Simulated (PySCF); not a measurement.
Te(OMe)2 (C2H6O2Te), SMILES CO[Te]OC.

Geometry optimised at PBE0-D3(BJ)/def2-SVP. The def2 effective core potentials stand for the cores of Te; spin–orbit coupling is left out. The values are those of a single conformer.

Computed with PBE0-D3(BJ)/def2-SVP in PySCF.

Frequencies are harmonic and unscaled.

Computed vibrational spectrum:
| mode | ν (cm⁻¹) | IR (km/mol) | Raman (Å⁴/amu) | depolarisation | moving atoms (share of kinetic energy) |
|---|---|---|---|---|---|
| 1 | 63 | 0.5 | 3.2 | 0.68 | C 60 %, H 28 % |
| 2 | 102 | 6.3 | 0.2 | 0.75 | H 54 %, O 30 %, C 15 % |
| 3 | 118 | 0.7 | 0.2 | 0.74 | H 89 % |
| 4 | 152 | 7.5 | 0.0 | – | H 65 %, O 28 % |
| 5 | 229 | 11.1 | 1.4 | 0.22 | O 57 %, H 25 %, C 19 % |
| 6 | 287 | 5.7 | 1.7 | 0.75 | C 38 %, O 26 %, H 23 %, Te 13 % |
| 7 | 300 | 5.8 | 2.7 | 0.10 | O 44 %, C 24 %, H 17 %, Te 15 % |
| 8 | 557 | 65.4 | 15.4 | 0.75 | O 75 %, Te 13 % |
| 9 | 574 | 14.9 | 29.6 | 0.11 | O 76 %, Te 10 % |
| 10 | 1100 | 210.5 | 2.3 | 0.75 | O 49 %, C 46 % |
| 11 | 1113 | 74.2 | 10.8 | 0.28 | O 50 %, C 43 % |
| 12 | 1170 | 0.7 | 2.3 | 0.75 | H 76 %, C 19 % |
| 13 | 1171 | 2.3 | 3.2 | 0.74 | H 76 %, C 19 % |
| 14 | 1181 | 7.7 | 5.4 | 0.08 | H 71 %, C 21 % |
| 15 | 1181 | 11.2 | 0.3 | 0.75 | H 73 %, C 20 % |
| 16 | 1449 | 3.3 | 3.0 | 0.75 | H 91 %, C 8 % |
| 17 | 1450 | 10.9 | 18.3 | 0.61 | H 90 %, C 9 % |
| 18 | 1456 | 0.2 | 33.7 | 0.75 | H 95 % |
| 19 | 1457 | 26.7 | 4.1 | 0.75 | H 94 % |
| 20 | 1478 | 14.9 | 1.0 | 0.75 | H 95 % |
| 21 | 1482 | 11.7 | 28.7 | 0.73 | H 95 % |
| 22 | 3013 | 113.9 | 0.5 | 0.75 | H 97 % |
| 23 | 3015 | 27.5 | 314.4 | 0.02 | H 97 % |
| 24 | 3102 | 21.3 | 46.1 | 0.75 | H 90 %, C 10 % |
| 25 | 3103 | 36.6 | 73.2 | 0.74 | H 90 %, C 10 % |
| 26 | 3132 | 27.1 | 221.7 | 0.75 | H 90 %, C 10 % |
| 27 | 3132 | 4.5 | 130.2 | 0.27 | H 90 %, C 10 % |
